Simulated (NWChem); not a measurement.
System: pivalic acid (C₅H₁₀O₂); SMILES CC(C)(C)C(=O)O

```xyz
17

C      0.7685    -0.9835    -1.2597
C     -0.0040    -0.5676     0.0001
C     -1.3946    -1.1954     0.0061
C      0.7800    -0.9846     1.2523
C     -0.1517     0.9488     0.0005
O      1.0342     1.5786     0.0002
O     -1.1916     1.5542     0.0003
H      1.7685    -0.5278    -1.2839
H      0.8860    -2.0781    -1.2797
H      0.2318    -0.6851    -2.1737
H     -1.3123    -2.2930     0.0043
H     -1.9732    -0.8876    -0.8766
H     -1.9652    -0.8894     0.8946
H      1.7802    -0.5289     1.2678
H      0.2519    -0.6870     2.1716
H      0.8976    -2.0793     1.2703
H      0.8358     2.5275    -0.0003
```
Atoms are numbered in this order, from 1.

Results from NWChem. Pople sets run with spherical d functions. Geometry: optimised at PBE0/def2-SVP. No frequency run checked for a minimum. Level: PBE0/6-31G* with SMD (1 M gas to 1 M solution), gas-phase geometry.

Task: Order these by “cavity-dispersion-structure term (kcal/mol)”, lowest first: tetrahydrofuran; acetonitrile; water.

Result: tetrahydrofuran (-2.2), acetonitrile (-1.1), water (4.9)
